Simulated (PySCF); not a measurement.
## Bond curve of GeH

Set-up: PySCF, scalar-relativistic core potentials, basis sets Ge cc-pVTZ-PP with ECP10, H cc-pVTZ. Energies in eV from Ge + H in their ground configurations at the same level. State: ²Π (doublet), unpaired electrons π ↑.

All columns are PBE0. A positive dipole means Ge(−)H(+).

| R (Å) | E (eV) | μ (D) | Mulliken charge on Ge (basis-dependent) | HOMO (eV) | LUMO (eV) | Mayer bond order | ⟨S²⟩ |
| --- | --- | --- | --- | --- | --- | --- | --- |
| 1.379 | -2.390 | 0.45 | 0.02 | -5.24 | -3.12 | 0.95 | 0.75 |
| 1.443 | -2.634 | 0.27 | 0.05 | -5.25 | -3.13 | 0.95 | 0.75 |
| 1.507 | -2.774 | 0.08 | 0.07 | -5.26 | -3.14 | 0.96 | 0.75 |
| 1.555 | -2.825 | -0.06 | 0.08 | -5.27 | -3.15 | 0.96 | 0.75 |
| 1.603 | -2.840 | -0.20 | 0.10 | -5.28 | -3.16 | 0.96 | 0.75 |
| 1.651 | -2.825 | -0.34 | 0.11 | -5.30 | -3.18 | 0.96 | 0.75 |
| 1.715 | -2.768 | -0.53 | 0.12 | -5.32 | -3.20 | 0.96 | 0.75 |
| 1.795 | -2.652 | -0.77 | 0.13 | -5.36 | -3.23 | 0.96 | 0.75 |
| 1.891 | -2.469 | -1.06 | 0.14 | -5.41 | -3.28 | 0.96 | 0.75 |
| 2.020 | -2.178 | -1.43 | 0.15 | -5.48 | -3.35 | 0.96 | 0.76 |

A fit through these points gives, at Re = 1.601 Å, μ = -0.19 D and dμ/dR = -2.97 D/Å; the reduced mass is 0.9943 u.

Problem. How strong is the fundamental in the double-harmonic approximation, I = 42.26·(dμ/dR)²/μred km/mol?

Solution. I = 42.26·(-2.97)²/0.9943 = 375 km/mol at PBE0.

Spin–orbit coupling is left out. The state was picked by a PBE0 search and need not be the measured ground state.
